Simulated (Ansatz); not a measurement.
Abridged output of a molecular run in Ansatz:

```
Functional definition: HF
1711 factors; integrals over basis functions are off by at most 9.6e-4 eV
mean field evaluation 1: about -62760.9347 eV, gradient 4.5e1 eV
mean field evaluation 2: about -62761.0736 eV, gradient 4.5e1 eV
mean field evaluation 4: about -62765.5157 eV, gradient 4.0e0 eV
mean field evaluation 8: about -62765.6004 eV, gradient 4.0e-1 eV
mean field evaluation 16: about -62765.6017 eV, gradient 1.5e-6 eV
mean field -62765.60167844 eV, -2306.5933176299 hartree, gradient 1.5e-6 eV, S^2 0.000000; 1 other end points of the search recorded, 0 dependent functions left out
16 core orbitals not correlated: weight in the atoms' cores, before any rotation towards them, 1.000 or more for the frozen orbitals, at most 0.000 for the correlated occupied ones
reference -62765.60167844 eV, -2306.5933176299 hartree; 23, 23 occupied and 208, 208 virtual orbitals, 1711 factors
second order -30.69588917 eV of doubles, -0.00000000 eV of singles
cycle   1  -29.82455459 eV  change    8.7e-1 eV  update   1.5e-1
cycle   2  -30.75699135 eV  change   -9.3e-1 eV  update   4.8e-2
cycle   3  -30.95136039 eV  change   -1.9e-1 eV  update   2.7e-2
cycle   4  -30.93113143 eV  change    2.0e-2 eV  update   7.4e-3
cycle   5  -30.92616878 eV  change    5.0e-3 eV  update   3.6e-3
cycle   6  -30.92803931 eV  change   -1.9e-3 eV  update   1.3e-3
cycle   7  -30.92796683 eV  change    7.2e-5 eV  update   6.5e-4
cycle   8  -30.92770567 eV  change    2.6e-4 eV  update   2.9e-4
cycle   9  -30.92776717 eV  change   -6.2e-5 eV  update   1.3e-4
cycle  10  -30.92784351 eV  change   -7.6e-5 eV  update   5.2e-5
cycle  11  -30.92777573 eV  change    6.8e-5 eV  update   2.4e-5
cycle  12  -30.92779159 eV  change   -1.6e-5 eV  update   1.1e-5
perturbative correction -1.22091249 eV, -0.0448677064 hartree
Total energy: -62797.75038252 eV, -2307.7747607137 hartree
```

Its atoms:

Cartesian coordinates in Å:
```
N -0.0455 1.2896 0.0520
C -0.0044 0.0141 -0.0185
In 0.4381 -0.1306 2.1055
Ga -0.3222 -0.8940 -1.7573
F -0.6269 0.3656 -2.9657
H -0.2460 1.7907 -0.8207
H 2.0920 0.0252 2.5391
H -0.9182 -0.1044 3.1578
H -0.3669 -2.3562 -2.2922
```

(1) Which basis set was used?
A. def2-SVPD
B. def2-TZVPP
C. def2-QZVPP
D. cc-pV(Q+d)Z

(2) Write the keys of the input that set method, charge and spin (a neutral closed shell needs none for the last two).

Answers

(1) B. It gives 247 functions.

(2) 
```yaml
correlation: {method: ccsd_t}
```
